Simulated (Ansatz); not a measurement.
Input file for Ansatz (an electronic-structure program): R-CCSD(T)/aug-cc-pVTZ on H2Se (SMILES [SeH2]) with ghost functions. The run froze 14 orbitals, filled d shells among them.

Ansatz 0.2 input:
```yaml
crystal:
  periodic: [false, false, false]
  atoms:
    - {symbol: Se, position_ang: [0.85551463, 0.68955802, 3.20346066]}
    - {symbol: H, position_ang: [0.41521730, -0.71003064, 3.18420468]}
    - {symbol: H, position_ang: [0.20916268, 0.92500782, 4.50532222]}
basis:
  gaussian:
    orbitals: aug-cc-pVTZ
    ghost_atoms:
      - {symbol: C, position_ang: [0.35369503, 0.06697859, -0.32921508]}
      - {symbol: O, position_ang: [1.08376514, -0.66806895, 0.27787216]}
      - {symbol: H, position_ang: [0.20414094, -0.03381530, -1.42102299]}
      - {symbol: H, position_ang: [-0.20388032, 0.87851390, 0.17369570]}
magnetization: {spin_polarized: false}
correlation: {method: ccsd_t, electrons: outside_noble_gas}
scf: {lower_state_search: off}
```

Program output:

```
WARN ansatz: RAYON_NUM_THREADS=1 ignored (pool sized by the plan → 1); use --threads N
Functional definition: HF
these checks for a lower state are left out or cut short: stability, starts, cluster_reference, orbital_swaps, neighbouring_geometries, increment
integrals: 1.46 GiB planned
1427 factors; integrals over basis functions are off by at most 1.0e-3 eV
mean field: 0.76 GiB planned
mean field evaluation 1: about -65335.3737 eV, gradient 9.4e0 eV
mean field evaluation 2: about -65335.3862 eV, gradient 9.5e0 eV
mean field evaluation 4: about -65335.8618 eV, gradient 1.4e0 eV
mean field evaluation 8: about -65335.8728 eV, gradient 4.6e-5 eV
mean field -65335.87284546 eV, -2401.0490408255 hartree, gradient 3.6e-6 eV, S^2 0.000000; 0 other end points of the search recorded, 0 dependent functions left out
14 core orbitals not correlated
reference -65335.87284546 eV, -2401.0490408255 hartree; 4, 4 occupied and 225, 225 virtual orbitals, 1427 factors
second order -4.70115410 eV of doubles, -0.00000000 eV of singles
coupled cluster: 1.47 GiB planned
cycle   1  -5.14878183 eV  change   -4.5e-1 eV  update   4.9e-2
cycle   2  -5.30690146 eV  change   -1.6e-1 eV  update   1.6e-2
cycle   3  -5.31762858 eV  change   -1.1e-2 eV  update   4.5e-3
cycle   4  -5.31682633 eV  change    8.0e-4 eV  update   1.4e-3
cycle   5  -5.31638975 eV  change    4.4e-4 eV  update   3.8e-4
cycle   6  -5.31633506 eV  change    5.5e-5 eV  update   1.3e-4
cycle   7  -5.31635267 eV  change   -1.8e-5 eV  update   4.3e-5
cycle   8  -5.31635655 eV  change   -3.9e-6 eV  update   1.5e-5
cycle   9  -5.31635455 eV  change    2.0e-6 eV  update   4.4e-6
perturbative correction -0.19670062 eV, -0.0072286144 hartree
Total energy: -65341.38590062 eV, -2401.2516418659 hartree
Checks for a lower state left out: stability, starts, cluster_reference, orbital_swaps, neighbouring_geometries, increment
```

Self-consistency was reached.

Cost: around 8 core-minutes (rough).
